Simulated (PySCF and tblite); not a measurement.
Results of a calculation; reference values are marked as such.
System: [GeH5]- (charge -1), with the starting minimum (Å):

```
 1 Ge    0.001    0.000   -0.004
 2 H    -0.022   -0.008    1.718
 3 H     0.022    0.009   -1.724
 4 H     1.588    0.015    0.017
 5 H    -0.805    1.368   -0.007
 6 H    -0.781   -1.382   -0.021
```

Motion: Berry pseudorotation at Ge1 with H4 as pivot. GFN2-xTB gives an electronic barrier of 3.2 kcal/mol.

The ion is treated without a counter-ion. Spin–orbit effects of heavy atoms on shieldings are missing.

PBE0/pcSseg-2 + D3(BJ) on PBE0-D3(BJ)/def2-TZVP geometries gives 2.7 kcal/mol and k(298 K) = 2.5×10¹¹ s⁻¹.

Q: What does PBE0/def2-SVP + D3(BJ) give on PBE0-D3(BJ)/def2-TZVP geometries?

A: A barrier of 2.4 kcal/mol, 0.3 below the first DFT barrier (from unrounded values) and, with GFN2-xTB thermal terms, ΔG‡(298 K) = 2.3 kcal/mol and k = 4×10¹¹ s⁻¹ (3 equivalent paths).

Programs: tblite and PySCF.
